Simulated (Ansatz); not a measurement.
Input for Ansatz (an electronic-structure program): U-PBE/def2-TZVPP on BHN (SMILES B=[N]), 2S+1 = 2, atoms moved off the minimum.

Ansatz 0.2 input:
```yaml
crystal:
  periodic: [false, false, false]
  atoms:
    - {symbol: B, position_ang: [0.03916306, 0.05578500, -0.61638894]}
    - {symbol: N, position_ang: [0.00870639, -0.26472988, 0.81970055]}
    - {symbol: H, position_ang: [-0.02856052, -0.11172208, -1.97861966]}
basis:
  gaussian:
    orbitals: def2-TZVPP
hamiltonian:
  xc: {name: PBE}
magnetization: {spin_polarized: true, initial_magnetization: 1}
output: {forces: true}
```

It printed:

```
WARN ansatz: RAYON_NUM_THREADS=1 ignored (pool sized by the plan → 1); use --threads N
Functional definition: PBE
integrals: 0.01 GiB planned
383 factors; their error is unknown
mean field: 0.15 GiB planned
mean field evaluation 1: about -2171.2480 eV, gradient 3.3e1 eV
mean field evaluation 2: about -2099.2026 eV, gradient 9.8e1 eV
mean field evaluation 4: about -2175.9774 eV, gradient 6.9e0 eV
mean field evaluation 8: about -2176.2440 eV, gradient 2.4e-1 eV
mean field evaluation 16: about -2176.2442 eV, gradient 1.7e-4 eV
mean field evaluation 32: about -2176.0607 eV, gradient 5.9e0 eV
mean field evaluation 64: about -2176.2422 eV, gradient 3.4e-1 eV
mean field -2176.24417128 eV, -79.9754981833 hartree, gradient 9.6e-10 eV, S^2 0.754999; 5 other end points of the search recorded, 0 dependent functions left out
the calculation of the forces begins
reference -2176.24420406 eV, -79.9754993881 hartree; 7, 6 occupied and 69, 70 virtual orbitals, 383 factors
Total energy: -2176.24420406 eV, -79.9754993881 hartree
Atom 0 at     0.039163     0.055785    -0.616389 Å, force    -0.388267    -2.191759     2.479721 eV/Å
Atom 1 at     0.008706    -0.264730     0.819701 Å, force     0.176553     1.512930    -5.441621 eV/Å
Atom 2 at    -0.028561    -0.111722    -1.978620 Å, force     0.211714     0.678829     2.961901 eV/Å
Dipole moment:     0.016063     0.143097    -0.540600 e Å
```

Self-consistency was reached.

Cost: roughly 8 core-seconds.
